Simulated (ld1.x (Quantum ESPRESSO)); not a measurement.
# ytterbium (Yb): from the effect back to the setting (TM semilocal)

Base potential:

```
Element                 : Yb (Z = 70)
Generator               : ld1.x (Quantum ESPRESSO) 7.5
Type                    : norm-conserving Troullier–Martins (semilocal form)
Functional              : PBEsol
Relativity              : scalar-relativistic
Frozen core             : [Kr] 4d10
Valence charge          : 24
Reference configuration : 4f14 5s2 5p6 5d0 6s0.5 6p0 (charge +1.5)
Partial waves           : 5s (bound): rc 1.40 bohr; 5d (bound, empty): rc 2.85 bohr; 4f (bound): rc 1.05 bohr; 5p (bound): rc 1.55 bohr
Local potential         : the p channel
Core correction         : none
```

Occupied shells without a wave of their own: 6s. They enter only through the test configuration that unscreens the potential.

Cutoffs, loose and tight: the cutoffs (Ry, on a coarse ladder) from which the occupation-weighted sum of valence levels, in a spherical-Bessel basis at the reference potential, stays within 10 and 1 mRy of its value at 400 Ry. They do not see the model core or the augmentation charge, which bear on the density cutoff. Test errors are all-electron minus pseudo excitation energies from the reference, over the configurations 4f14 5s2 5p6 5d0 6s2 6p0; 4f14 5s2 5p6 5d0 6s1 6p0; 4f14 5s2 5p6 5d0 6s0 6p0; 4f12 5s2 5p6 5d0 6s0 6p0; 4f13 5s2 5p6 5d0 6s2 6p0; 4f14 5s2 5p6 5d0 6s1.5 6p0; 4f13 5s2 5p6 5d1 6s1 6p0; variants that change the core or the reference have their own tests. The largest error is taken over the tests solved by every variant that gives reliable tests at all, those not shown here included: 4f12 5s2 5p6 5d0 6s0 6p0; 4f13 5s2 5p6 5d0 6s2 6p0; 4f13 5s2 5p6 5d1 6s1 6p0; 4f14 5s2 5p6 5d0 6s0 6p0; 4f14 5s2 5p6 5d0 6s1.5 6p0; 4f14 5s2 5p6 5d0 6s2 6p0.

Only the scale of all radii (base = 1) is moved (2 further runs of the sweep failed or gave no value and are left out):

```csv
scale of all radii (base = 1),bound ghosts,largest test error (meV),median size of the test errors
0.76,not determined,-368,49.3 meV
0.86,not determined,-413,54.3 meV
0.95,not determined,-409,82.5 meV
1.11,none,+765,259.8 meV
1.2,none,+1330,448.6 meV
```

Q: One more run gave bound ghosts: none; largest test error (meV): -413; median size of the test errors: 145.8 meV. Which value of the scale of all radii (base = 1) was used?

A: 1.03. The median size of the test errors moves one way along this sweep, from 49.3 meV at 0.76 to 448.6 meV at 1.2, which places the run between 0.95 and 1.11.
